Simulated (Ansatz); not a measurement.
Start from `CCSC=O` and change one atom or group to get `O=CS[SiH3]`.

Ansatz, PBE0-D4/def2-TZVP geometries, multiplicity 1. Each molecule was computed in one conformer, which needn't be the lowest.

```csv
property,`CCSC=O`
"ideal-gas entropy at 298 K and 1 bar (rigid rotor, harmonic PBE0-D4/def2-TZVP) / J/(mol·K)",329
LUMO energy (B3LYP/def2-TZVPP) / eV,-1.03
HOMO energy (PBE/def2-TZVPP) / eV,-6.19
HOMO energy (B3LYP/def2-TZVPP) / eV,-7.30
size of the dipole moment (ωB97M-V/def2-TZVPP) / D,1.64
LUMO energy (PBE0/def2-TZVPP) / eV,-0.78
```

(1) What does the change do to each property? (Estimate.)

## Answers

(1) Computed: 
```
                                                                                  property  `O=CS[SiH3]`  shift
ideal-gas entropy at 298 K and 1 bar (rigid rotor, harmonic PBE0-D4/def2-TZVP) / J/(mol·K)           316    -13
                                                       LUMO energy (B3LYP/def2-TZVPP) / eV         -1.45  -0.42
                                                         HOMO energy (PBE/def2-TZVPP) / eV         -6.56  -0.37
                                                       HOMO energy (B3LYP/def2-TZVPP) / eV         -7.81  -0.51
                                        size of the dipole moment (ωB97M-V/def2-TZVPP) / D          1.12  -0.52
                                                        LUMO energy (PBE0/def2-TZVPP) / eV         -1.22  -0.44
```

With PBE0 the HOMO falls by 0.52 eV and the LUMO falls by 0.44 eV, so the gap widens by about 0.08 eV. PBE moves the HOMO by -0.37 eV and ωB97M-V by -0.49 eV. The zero-point energy changes by -106.9 kJ/mol with -9 modes. Dipoles are sizes alone; their direction can turn.

B3LYP here is the variant with VWN-RPA as its local correlation; programs differ in this.
